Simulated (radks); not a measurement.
Polarisability of neutral selenium, [Ar] 3d10 4s2 4p4, at imaginary frequency. All-electron calculation, non-relativistic Kohn-Sham, LDA (Slater exchange, Perdew-Wang correlation), spin-polarised, spherical densities, point nucleus; open shells are filled with parallel spins first. Program: a radial shooting solver on a logarithmic mesh with Libxc functionals. Response by self-consistent Sternheimer equations with the Hartree and adiabatic LDA kernel.

w (hartree)  alpha1(iw) (bohr^3)
0.00266                    27.53
0.0143                     27.49
0.0360                     27.24
0.0697                     26.50
0.118                      24.83
0.186                      21.92
0.280                      17.88
0.413                      13.30
0.605                      8.951
0.892                      5.435
1.35                       2.989
2.12                       1.500
3.59                      0.6853
6.94                      0.2642
17.5                     0.06287

Static values: alpha1 = 27.53 bohr^3 (4.080 angstrom^3; uncoupled 41.14). C6 = 230.3, triple-dipole C9 = 4539 atomic units. One-pole (London) frequency 4 C6 / (3 alpha1^2) = 0.405 hartree, against 0.218 for minus the highest occupied eigenvalue. The dipole shielding factor is 1.000, as the force sum rule N/Z = 1.000 demands. Recommended static value: 28.9 bohr^3 (Schwerdtfeger and Nagle, 2023 table).
